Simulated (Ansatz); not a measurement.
Relaxation of GeBrMe3 (C₃H₉BrGe) with RKS r2SCAN-D4/def2-SVP.

```sh
$ ansatz run in.yaml --threads 4 --pin off --events-out ev --progress --plain --max-ram 4787MiB
```

```yaml
crystal:
  periodic: [false, false, false]
  atoms:
    - {symbol: Ge, position_ang: [0.001840, 0.001320, 0.356770]}
    - {symbol: Br, position_ang: [0.016730, 0.014670, 2.675120]}
    - {symbol: C, position_ang: [1.916710, 0.007120, -0.188120]}
    - {symbol: H, position_ang: [2.434350, 0.864410, 0.234960]}
    - {symbol: H, position_ang: [1.996440, 0.056310, -1.269880]}
    - {symbol: H, position_ang: [2.415720, -0.896290, 0.153460]}
    - {symbol: C, position_ang: [-0.966440, 1.656590, -0.177740]}
    - {symbol: H, position_ang: [-1.984800, 1.645800, 0.202880]}
    - {symbol: H, position_ang: [-1.004470, 1.733550, -1.260060]}
    - {symbol: H, position_ang: [-0.464980, 2.538330, 0.213130]}
    - {symbol: C, position_ang: [-0.953460, -1.666380, -0.160600]}
    - {symbol: H, position_ang: [-1.978820, -1.648920, 0.200420]}
    - {symbol: H, position_ang: [-0.458390, -2.537650, 0.261140]}
    - {symbol: H, position_ang: [-0.970440, -1.768860, -1.241500]}
basis:
  gaussian: {orbitals: def2-SVP}
hamiltonian: {xc: r2scan, dispersion: d4}
scf: {lower_state_search: "off"}
output: {orbitals: {seedname: orbitals}}
relax: {f_tol: 0.02, max_steps: 100}
```

Run time 15 s (4 threads of Intel Xeon on a shared host).

Positions (Å) and forces (eV/Å) at steps 1, 2, 3, 4, 5 of 5:

```xyz
14
step=1 energy=-129804.2339 eV
Ge    0.002    0.001    0.357    0.002    0.010   -0.541
Br    0.017    0.015    2.675    0.000   -0.002    0.355
C     1.917    0.007   -0.188   -0.945   -0.009    0.228
H     2.434    0.864    0.235    0.116    0.381    0.218
H     1.996    0.056   -1.270    0.006    0.022   -0.564
H     2.416   -0.896    0.153    0.118   -0.400    0.185
C    -0.966    1.657   -0.178    0.472   -0.819    0.224
H    -1.985    1.646    0.203   -0.394   -0.099    0.200
H    -1.004    1.734   -1.260   -0.002    0.009   -0.568
H    -0.465    2.538    0.213    0.280    0.298    0.205
C    -0.953   -1.666   -0.161    0.464    0.816    0.218
H    -1.979   -1.649    0.200   -0.401    0.101    0.188
H    -0.458   -2.538    0.261    0.276   -0.289    0.211
H    -0.970   -1.769   -1.242    0.009   -0.020   -0.560
14
step=2 energy=-129804.3099 eV
Ge    0.002    0.002    0.394   -0.002   -0.005   -0.444
Br    0.015    0.012    2.740   -0.001    0.000   -0.095
C     1.871    0.006   -0.195   -0.288   -0.001    0.260
H     2.380    0.883    0.223    0.107    0.065    0.015
H     1.937    0.040   -1.290   -0.045    0.002   -0.110
H     2.369   -0.901    0.168    0.102   -0.065    0.017
C    -0.943    1.618   -0.186    0.149   -0.252    0.260
H    -1.968    1.599    0.205   -0.111    0.057    0.019
H    -0.977    1.680   -1.282    0.023   -0.039   -0.114
H    -0.427    2.501    0.209    0.005    0.127    0.017
C    -0.931   -1.626   -0.171    0.144    0.255    0.251
H    -1.961   -1.604    0.205   -0.110   -0.056    0.018
H    -0.418   -2.501    0.246    0.005   -0.124    0.017
H    -0.949   -1.707   -1.266    0.023    0.036   -0.111
14
step=3 energy=-129804.3222 eV
Ge    0.002    0.001    0.377   -0.001   -0.002   -0.036
Br    0.013    0.011    2.720    0.000   -0.001    0.021
C     1.867    0.006   -0.186   -0.069    0.002    0.052
H     2.382    0.890    0.218    0.012   -0.016   -0.022
H     1.922    0.029   -1.286    0.029   -0.002   -0.005
H     2.376   -0.898    0.180    0.013    0.016   -0.018
C    -0.941    1.614   -0.179    0.038   -0.061    0.051
H    -1.970    1.603    0.209    0.005    0.019   -0.018
H    -0.970    1.665   -1.279   -0.015    0.025   -0.008
H    -0.426    2.506    0.209   -0.019    0.005   -0.020
C    -0.930   -1.622   -0.166    0.037    0.061    0.046
H    -1.963   -1.610    0.210    0.006   -0.019   -0.017
H    -0.415   -2.506    0.239   -0.019   -0.003   -0.021
H    -0.947   -1.689   -1.265   -0.016   -0.025   -0.005
14
step=4 energy=-129804.3223 eV
Ge    0.002    0.001    0.378   -0.001   -0.001    0.072
Br    0.013    0.010    2.730   -0.001   -0.001   -0.088
C     1.867    0.006   -0.185   -0.038    0.001    0.037
H     2.385    0.891    0.213   -0.003   -0.017   -0.011
H     1.921    0.027   -1.285    0.017   -0.002   -0.012
H     2.380   -0.897    0.179   -0.003    0.018   -0.007
C    -0.940    1.614   -0.178    0.022   -0.034    0.036
H    -1.971    1.607    0.206    0.014    0.006   -0.008
H    -0.970    1.664   -1.278   -0.009    0.015   -0.014
H    -0.427    2.509    0.206   -0.012   -0.009   -0.009
C    -0.929   -1.622   -0.165    0.020    0.034    0.032
H    -1.964   -1.614    0.208    0.016   -0.006   -0.007
H    -0.416   -2.509    0.235   -0.012    0.010   -0.010
H    -0.948   -1.687   -1.265   -0.010   -0.015   -0.012
14
step=5 energy=-129804.3229 eV
Ge    0.002    0.001    0.377    0.000   -0.001    0.012
Br    0.012    0.009    2.722    0.000   -0.001   -0.009
C     1.866    0.006   -0.184   -0.013    0.000    0.006
H     2.382    0.893    0.211    0.001   -0.002   -0.004
H     1.926    0.020   -1.284    0.007   -0.001    0.000
H     2.380   -0.894    0.187    0.001    0.003   -0.002
C    -0.940    1.613   -0.177    0.008   -0.012    0.005
H    -1.970    1.607    0.209    0.001    0.003   -0.002
H    -0.973    1.668   -1.277   -0.004    0.006   -0.001
H    -0.426    2.507    0.206   -0.002    0.000   -0.003
C    -0.929   -1.621   -0.166    0.007    0.013    0.002
H    -1.962   -1.615    0.212    0.002   -0.003   -0.001
H    -0.414   -2.508    0.231   -0.002    0.000   -0.003
H    -0.954   -1.687   -1.266   -0.004   -0.006    0.000
```
